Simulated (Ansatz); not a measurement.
Geometry optimisation, Ansatz, DFT PBE-D3(BJ), scalar-relativistic, plane waves, PAW.

input.yaml

```yaml
crystal:
  lattice:
    - [7.14, 0.0, 0.0]
    - [0.0, 7.14, 0.0]
    - [0.0, 0.0, 7.14]
  atoms:
    - { symbol: C, position: [0.4980076, -0.0069143, -0.0024615] }
    - { symbol: C, position: [0.6304337, 0.1212771, 0.1254371] }
    - { symbol: C, position: [0.7501971, 0.2524349, 0.007261] }
    - { symbol: C, position: [0.8744034, 0.3726622, 0.1211548] }
    - { symbol: C, position: [0.7522818, 0.0020382, 0.2480154] }
    - { symbol: C, position: [0.8784647, 0.1170513, 0.3758272] }
    - { symbol: C, position: [-0.0010791, -0.0008043, -0.001192] }
    - { symbol: C, position: [0.1211143, 0.1268003, 0.1267584] }
    - { symbol: C, position: [0.254037, 0.242919, 0.0031399] }
    - { symbol: C, position: [0.3682427, 0.375002, 0.1290184] }
    - { symbol: C, position: [0.5034585, 0.4997938, 0.0010224] }
    - { symbol: C, position: [0.6201097, 0.6256241, 0.1259751] }
    - { symbol: C, position: [0.7522931, 0.7482259, -0.0040444] }
    - { symbol: C, position: [0.8699153, 0.8702207, 0.1263609] }
    - { symbol: C, position: [0.2512421, -0.000106, 0.260192] }
    - { symbol: C, position: [0.379067, 0.1230303, 0.3747651] }
    - { symbol: C, position: [0.5020908, 0.24517, 0.2455589] }
    - { symbol: C, position: [0.6240829, 0.3725052, 0.3660274] }
    - { symbol: C, position: [0.746768, 0.4950369, 0.2557535] }
    - { symbol: C, position: [0.8771708, 0.6299507, 0.3704088] }
    - { symbol: C, position: [0.4985953, -0.0027013, 0.4905064] }
    - { symbol: C, position: [0.6227803, 0.1342915, 0.6259563] }
    - { symbol: C, position: [0.7451123, 0.2518137, 0.4968071] }
    - { symbol: C, position: [0.8787589, 0.3837351, 0.6278758] }
    - { symbol: C, position: [0.7502831, 0.0071086, 0.7568336] }
    - { symbol: C, position: [0.8718911, 0.1290142, 0.8853628] }
    - { symbol: C, position: [-0.0066538, 0.4980025, 0.0036497] }
    - { symbol: C, position: [0.1330888, 0.6272016, 0.1279149] }
    - { symbol: C, position: [0.2519815, 0.7563456, -0.0076159] }
    - { symbol: C, position: [0.3659806, 0.872198, 0.1131386] }
    - { symbol: C, position: [0.0040525, 0.2410754, 0.2492659] }
    - { symbol: C, position: [0.1211097, 0.3787614, 0.3855409] }
    - { symbol: C, position: [0.2460047, 0.5004012, 0.2557315] }
    - { symbol: C, position: [0.3726548, 0.6229033, 0.3789536] }
    - { symbol: C, position: [0.5040961, 0.7550327, 0.250019] }
    - { symbol: C, position: [0.6301979, 0.8784525, 0.3796827] }
    - { symbol: C, position: [-0.0042502, 0.0003744, 0.4969167] }
    - { symbol: C, position: [0.1280114, 0.1254484, 0.6207613] }
    - { symbol: C, position: [0.2547342, 0.2458398, 0.5071197] }
    - { symbol: C, position: [0.3757483, 0.3721802, 0.6341339] }
    - { symbol: C, position: [0.4927117, 0.4963027, 0.5002946] }
    - { symbol: C, position: [0.6311019, 0.6231296, 0.6227615] }
    - { symbol: C, position: [0.747535, 0.7546963, 0.5012541] }
    - { symbol: C, position: [0.8780289, 0.8829216, 0.6250178] }
    - { symbol: C, position: [0.253036, -0.0077032, 0.751609] }
    - { symbol: C, position: [0.3774237, 0.1246435, 0.8723726] }
    - { symbol: C, position: [0.6273455, 0.3817391, 0.8740852] }
    - { symbol: C, position: [0.7460493, 0.5013217, 0.7524516] }
    - { symbol: C, position: [0.8765713, 0.6219492, 0.8773649] }
    - { symbol: C, position: [0.000462, 0.7550573, 0.2462713] }
    - { symbol: C, position: [0.1238101, 0.8762695, 0.3754591] }
    - { symbol: C, position: [-0.0019506, 0.4982655, 0.4947932] }
    - { symbol: C, position: [0.1314097, 0.6282553, 0.6269898] }
    - { symbol: C, position: [0.244997, 0.7445746, 0.4953004] }
    - { symbol: C, position: [0.3785854, 0.8769217, 0.6202501] }
    - { symbol: C, position: [0.0041142, 0.2540953, 0.7481032] }
    - { symbol: C, position: [0.1303623, 0.3694246, 0.8684854] }
    - { symbol: C, position: [0.2413758, 0.4953239, 0.744492] }
    - { symbol: C, position: [0.3711649, 0.6228962, 0.8739776] }
    - { symbol: C, position: [0.4954337, 0.756755, 0.7482396] }
    - { symbol: C, position: [0.6190891, 0.8824929, 0.8662686] }
    - { symbol: C, position: [0.0064053, 0.7505767, 0.7545451] }
    - { symbol: C, position: [0.1235794, 0.8709638, 0.8719133] }
basis:
  ecutwfc: 420.0
kpoints:
  mp_grid: { grid: [2, 2, 2] }
hamiltonian:
  xc: pbe
  dispersion: d3bj
  pseudopotentials: { kind: paw, azcp: { folder: soft_1 } }
scf:
  occupations: { method: fermi_dirac, width: 0.05 }
  lower_state_search: "off"
relax:
  f_tol: 0.03
  max_steps: 60
  adjacent_minimum: "off"
```

Run as:

```bash
$ ansatz run input.yaml --threads 4 --pin off --max-ram 10240MiB --backend cpu --events-out ev --progress --plain --runs-dir out
```

Q: Where does it end, and by what steps?

A: The run converged. Limits of this set-up: coarse k mesh. After 4 steps the energy has fallen by 5.083 eV; C40 moved furthest, 0.18 Å.

| step | energy less start (eV) | largest force component (eV/Å) | accepted |
| --- | --- | --- | --- |
| 0 | 0.0000 | 4.002 | yes |
| 1 | -3.9886 | 1.954 | yes |
| 2 | -5.0741 | 0.152 | yes |
| 3 | -5.0827 | 0.046 | yes |
| 4 | -5.0831 | 0.009 | yes |

```xyz
63
Lattice="7.1400 0.0000 0.0000 0.0000 7.1400 0.0000 0.0000 0.0000 7.1400" Properties=species:S:1:pos:R:3
C 3.567 0.012 -0.013
C 4.458 0.896 0.889
C 5.342 1.787 -0.013
C 6.254 2.681 0.899
C 5.353 0.002 1.782
C 6.254 0.889 2.670
C -0.003 0.002 -0.002
C 0.885 0.889 0.899
C 1.797 1.783 -0.013
C 2.681 2.674 0.889
C 3.572 3.558 -0.013
C 4.466 4.469 0.899
C 5.353 5.358 -0.002
C 6.246 6.249 0.891
C 1.786 0.002 1.787
C 2.681 0.896 2.680
C 3.569 1.785 1.785
C 4.458 2.674 2.680
C 5.353 3.568 1.787
C 6.246 4.461 2.678
C 3.572 0.012 3.582
C 4.531 0.824 4.394
C 5.342 1.783 3.582
C 6.244 2.674 4.466
C 5.342 0.012 5.352
C 6.244 0.896 6.243
C 0.002 3.568 -0.002
C 0.893 4.461 0.891
C 1.786 5.352 -0.002
C 2.673 6.241 0.899
C -0.001 1.785 1.785
C 0.885 2.681 2.670
C 1.786 3.568 1.782
C 2.673 4.469 2.670
C 3.569 5.355 1.785
C 4.466 6.241 2.670
C 0.002 0.002 3.571
C 0.895 0.896 4.466
C 1.797 1.787 3.582
C 2.608 2.746 4.394
C 3.567 3.558 3.582
C 4.458 4.459 4.466
C 5.353 5.352 3.571
C 6.254 6.241 4.458
C 1.797 0.012 5.357
C 2.608 0.824 6.315
C 4.531 2.746 6.315
C 5.342 3.558 5.357
C 6.254 4.470 6.251
C -0.001 5.355 1.785
C 0.893 6.249 2.678
C -0.003 3.568 3.571
C 0.885 4.470 4.458
C 1.786 5.358 3.571
C 2.681 6.251 4.466
C -0.001 1.785 5.355
C 0.895 2.674 6.243
C 1.797 3.558 5.352
C 2.681 4.459 6.243
C 3.569 5.355 5.355
C 4.458 6.251 6.243
C -0.001 5.355 5.355
C 0.885 6.241 6.251
```

Time of the run: 33 s on 4 threads of Arm Neoverse V2, on a shared host, peak memory 1.8 GiB.
